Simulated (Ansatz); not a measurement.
F3GaH3P. Charge 0, multiplicity 1. The bonds changed during the relaxation, so this is another structure than the one it started from. The geometry is a stationary point of PBE0-D4/def2-TZVP.

```xyz
8

F    -0.067    1.620    2.582
P    -0.546    0.433    1.677
F     0.565    0.628    0.539
F    -1.703    1.183    0.937
Ga    0.452   -0.939   -1.416
H     1.854   -1.582   -1.145
H    -0.814   -1.528   -0.684
H     0.261    0.185   -2.489
```

Task: What is the dipole moment at B3LYP/def2-TZVPP? (An estimate is asked.)

Result: Computed: 1.28 D, with components (-0.38, -0.45, 1.14) D in this frame, pointing from negative to positive charge.

Task: And with PBE, r2SCAN, ωB97M-V? (Best estimate.)

Result: The calculation gave: PBE 1.17 D, r2SCAN 1.16 D, ωB97M-V 1.29 D.

Task: Give the Mulliken charges with B3LYP, r2SCAN, ωB97M-V in def2-TZVPP. (An estimate is asked.)

Result: The calculation gave: 
```tsv
atom	B3LYP	r2SCAN	ωB97M-V
F1	-0.23	-0.22	-0.22
P2	0.74	0.73	0.72
F3	-0.26	-0.25	-0.24
F4	-0.22	-0.22	-0.22
Ga5	0.17	0.21	0.11
H6	-0.06	-0.08	-0.04
H7	-0.09	-0.10	-0.07
H8	-0.06	-0.07	-0.04
```

B3LYP here is the variant with VWN-RPA as its local correlation; programs differ in this.
